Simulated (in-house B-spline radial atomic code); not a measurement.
Results of a calculation; reference values are marked as such.
# Softness against transferability: the 3d channel of As

As, [Ar] 3d10 4s2 4p3, non-relativistic LDA (VWN5), spherical and spin-unpolarised, from an all-electron radial atomic-structure program (B-spline basis) (atomic units). The all-electron 3d level is ε = -1.542766 hartree and its outer maximum at 0.47 bohr.

Troullier-Martins pseudo-orbitals are made for several radii. The cutoffs (hartree) are the plane-wave energies beyond which the orbital holds less than the named kinetic energy per electron. The phase error is the difference, pseudo minus all-electron, of arctan(R P'/P) at R = 2.29 bohr for all radii, half a hartree below and above the level.

```tsv
r_c (bohr)	V_l(0) (hartree)	cutoff for 10 mEh	for 1 mEh	for 0.1 mEh	phase error at ε − 0.5 (mrad)	at ε + 0.5 (mrad)
1.07	-41.28	93.6	111	194	+0.1	+0.6
1.24	-34.05	75.4	90.3	156	+0.3	+1.4
1.42	-28.52	61.8	74.4	126	+0.6	+3.0
1.6	-24.41	52	62.3	104	+1.3	+5.7
1.79	-21.10	44.2	52.4	87.6	+2.8	+10.4
1.99	-18.42	37.7	44.9	74.4	+5.8	+18.5
```

Q: Which radius needs the lowest cutoff for 0.1 mEh while both phase errors stay within 5.8 mrad?

A: The radii within that limit are 1.07, 1.24, 1.42, 1.6 bohr; of these r_c = 1.6 needs the least, 104 hartree, that is 208 Ry or 2830 eV.

Q: What does the larger radius buy, and what does it cost?

A: From r_c = 1.07 to 1.99 bohr the cutoff for 1 mEh goes from 111 to 44.9 hartree, a factor of 2.47, against 3.46 for a pure 1/r_c² scaling, end to end; step by step it is 111, 90.3, 74.4, 62.3, 52.4, 44.9, and for 0.1 mEh 194, 156, 126, 104, 87.6, 74.4; the number of plane waves goes as the cutoff to the power 3/2, here a factor of 3.9. The larger of the two phase errors is least at r_c = 1.07 bohr, 0.6 mrad; it is 0.6 at the smallest radius and 18.5 at the largest. These errors test the reference atom alone. Large radii also let the cores of neighbours overlap, which an atom doesn't show.
